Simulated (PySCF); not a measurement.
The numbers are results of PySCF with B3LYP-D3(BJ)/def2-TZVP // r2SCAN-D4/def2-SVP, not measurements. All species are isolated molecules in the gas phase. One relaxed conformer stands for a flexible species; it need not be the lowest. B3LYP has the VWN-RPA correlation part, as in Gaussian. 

Reference species: [Mo(Cl)6] (neutral, multiplicity 1).

```json
{
  "charge on the central atom (Mulliken)": "0.93 e",
  "LUMO": "-6.05 eV",
  "mean_distance_from_the_central_atom_to_its_bonded_neighbours": "2.308 Å"
}
```

After one change: the charge on the central atom (Mulliken) goes up by 0.15 e; the LUMO goes up by 0.16 eV; the mean distance from the central atom to its bonded neighbours decreases by 0.067 Å.

Problem. Name the change that produced these shifts. The new species is one of these.
A) [Mo(Cl)2(OH)4]
B) [Mo(Cl)5(OH)]
C) [Mo(Cl)(OH)5]
D) [Mo(Cl)4(OH)2]

Solution. B, [Mo(Cl)5(OH)]
